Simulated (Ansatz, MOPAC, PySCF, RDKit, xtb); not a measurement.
Dimer: HBr (SMILES Br) (first 2 atoms) with H4OSi (SMILES O[SiH3]); geometry from B3LYP-D3(BJ)/def2-TZVP, rigid monomers moved along the line of their centres of mass till H2···O3 is 3.39 Å.
(charge 0, multiplicity 1):
```xyz
8

Br    -0.60942    -1.15565    -0.02079
H     -0.15486    -0.42267     1.13544
O      0.67504     1.02104     4.08537
Si     0.17012     0.65504     5.63008
H      1.35976     1.68311     3.95862
H      1.29884     0.14771     6.44357
H     -0.85952    -0.38462     5.45821
H     -0.39688     1.85257     6.29158
```

| level | interaction energy (meV) | minus CCSD(T)/CBS(def2-SVPD, def2-TZVPPD) | cost |
|---|---|---|---|
| UFF | -12.2 | 42.3 | - |
| GFN-FF | -44.1 | 10.4 | - |
| PM7 | -78.3 | -23.7 | - |
| GFN1-xTB | -32.5 | 22.1 | - |
| HF/STO-3G (no counterpoise) | -38.8 | 15.8 | - |
| HF/3-21G (no counterpoise) | -69.9 | -15.3 | - |
| HF/6-31G* | -57.0 | -2.4 | - |
| HF/def2-TZVPPD | -49.3 | 5.3 | - |
| PBE-D3(BJ)/def2-TZVPPD | -57.7 | -3.1 | ×1 |
| PBE-D4/def2-TZVPPD | -56.3 | -1.7 | ×1 |
| B3LYP/LANL2DZ (no counterpoise) | -76.5 | -22.0 | - |
| MP2/6-31G* | -61.4 | -6.8 | - |
| CCSD(T)/def2-TZVPPD | -54.1 | 0.5 | ×100* |
| CCSD(T)/CBS(def2-SVPD, def2-TZVPPD) | -54.6 | 0.0 | ×100* |

 The comparison column counts from a level with limits of its own.

The rows run from -78.3 (PM7) to -12.2 meV (UFF).

Counterpoise-corrected where a basis set is named; no monomer relaxation. Rows marked so take none. RDKit's UFF carries no charges.

Frozen-core correlation. Filled d and f shells under p-block atoms count as core. CBS(a, b) extrapolates the correlation energy as X⁻³ and adds the Hartree–Fock energy of set b. Rows in 3-21G, 6-31G*, LANL2DZ, STO-3G carry no dispersion term and start afresh at each structure (6-31G* with six Cartesian d functions); the Pople sets are all-electron and without relativity. MP2/6-31G* freezes PySCF's default core, which leaves 3d correlated. LANL2DZ brings its own core potentials from Na on. The state reached by PM7 isn't checked; PM7 holds dispersion and hydrogen-bond terms.

Codes used: Ansatz (an electronic-structure program) with Gaussian orbitals; MOPAC for PM7 (differences of heats of formation); PySCF for 3-21G rows, 6-31G* rows, LANL2DZ rows, STO-3G rows, the dispersion terms; RDKit for the force fields; xtb for the GFN methods. Each number belongs to the level named beside it.

Costs are rough ratios of core time to PBE/def2-TZVPPD (about 6 s over the structures, on one shared machine); a dash marks a level with no comparable run of its own. A star marks coupled-cluster runs past 200 virtual orbitals, where the program's memory plan changes under this machine's limit, so their costs aren't comparable with smaller runs.
